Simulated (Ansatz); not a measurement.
Isolated molecules relaxed with PBE0-D4/def2-TZVP in Ansatz; ΔE leaves out vibrations. CCSD(T)/CBS adds triple-zeta CCSD(T) − MP2 to the extrapolated MP2 energy (def2 sets, frozen cores). Functionals use def2-TZVPP. B3LYP here is the variant with VWN-RPA as its local correlation; programs differ in this. Each species was taken in one conformer, which may not be the lowest.

`N#CCB(O)F` + `C#CCOC` → `C#CB(O)F` + `COCCC#N`  (formal exchange of groups at a B–C bond)

`N#CCB(O)F`:

Cartesian coordinates in Å:
```
N -1.499 -1.976 1.461
C -1.181 -1.101 0.786
C -0.773 0.002 -0.057
B 0.788 0.226 -0.159
O 1.232 1.344 -0.764
F 1.646 -0.666 0.319
H -1.245 0.925 0.293
H -1.160 -0.160 -1.071
H 2.192 1.405 -0.807
```

`C#CCOC`:

```xyz
11

C     0.811    0.770    2.077
C    -0.013    0.562    1.230
C    -1.011    0.305    0.194
O    -0.768   -0.858   -0.552
C     0.397   -0.778   -1.333
H     1.538    0.952    2.833
H    -1.072    1.184   -0.466
H    -1.991    0.174    0.660
H     1.292   -0.654   -0.712
H     0.343    0.058   -2.044
H     0.474   -1.713   -1.888
```

`C#CB(O)F`:

Cartesian coordinates in Å:
```
C 0.778 1.552 0.567
C 0.452 0.471 0.149
B -0.005 -0.895 -0.374
O -1.298 -1.273 -0.396
F 0.888 -1.759 -0.829
H 1.079 2.507 0.935
H -1.894 -0.602 -0.053
```

`COCCC#N`:

Cartesian coordinates in Å:
```
C 0.725 1.637 1.012
O -0.221 0.819 0.378
C 0.215 -0.500 0.240
C -0.831 -1.268 -0.550
C -0.936 -0.812 -1.927
N -1.001 -0.466 -3.020
H 0.302 2.639 1.071
H 1.664 1.678 0.443
H 0.948 1.282 2.028
H 1.185 -0.542 -0.277
H 0.339 -0.978 1.223
H -0.582 -2.332 -0.555
H -1.805 -1.157 -0.066
```

```json
{"level": "r2SCAN-D4", "ΔE (kJ/mol)": "-24.6", "difference from CCSD(T)/CBS": "3.4"}
{"level": "PBE0-D4", "ΔE (kJ/mol)": "-21.4", "difference from CCSD(T)/CBS": "6.6"}
{"level": "B3LYP-D4", "ΔE (kJ/mol)": "-24.6", "difference from CCSD(T)/CBS": "3.4"}
{"level": "ωB97M-V", "ΔE (kJ/mol)": "-23.4", "difference from CCSD(T)/CBS": "4.6"}
{"level": "B2PLYP", "ΔE (kJ/mol)": "-27.0", "difference from CCSD(T)/CBS": "1.0"}
{"level": "PBE", "ΔE (kJ/mol)": "-22.1", "difference from CCSD(T)/CBS": "5.9"}
{"level": "PBE0", "ΔE (kJ/mol)": "-21.7", "difference from CCSD(T)/CBS": "6.3"}
{"level": "B3LYP", "ΔE (kJ/mol)": "-25.5", "difference from CCSD(T)/CBS": "2.5"}
{"level": "HF/def2-TZVPP", "ΔE (kJ/mol)": "-29.6", "difference from CCSD(T)/CBS": "-1.6"}
{"level": "MP2/def2-TZVPP", "ΔE (kJ/mol)": "-27.4", "difference from CCSD(T)/CBS": "0.6"}
{"level": "SCS-MP2/def2-TZVPP", "ΔE (kJ/mol)": "-29.2", "difference from CCSD(T)/CBS": "-1.2"}
{"level": "CCSD/def2-TZVPP", "ΔE (kJ/mol)": "-27.5", "difference from CCSD(T)/CBS": "0.5"}
{"level": "CCSD(T)/def2-TZVPP", "ΔE (kJ/mol)": "-27.8", "difference from CCSD(T)/CBS": "0.2"}
{"level": "HF/CBS(def2)", "ΔE (kJ/mol)": "-30.2", "difference from CCSD(T)/CBS": "-2.2"}
{"level": "MP2/CBS(def2)", "ΔE (kJ/mol)": "-27.6", "difference from CCSD(T)/CBS": "0.4"}
{"level": "CCSD/CBS(def2)", "ΔE (kJ/mol)": "-27.7", "difference from CCSD(T)/CBS": "0.3"}
{"level": "CCSD(T)/CBS", "ΔE (kJ/mol)": "-28.0", "difference from CCSD(T)/CBS": "0"}
```

Largest T1 diagnostic among the species: 0.014.

CCSD(T)/CBS has its own doubt, a few kJ/mol and more with outer-core shells, so smaller differences from it don't rank the levels.
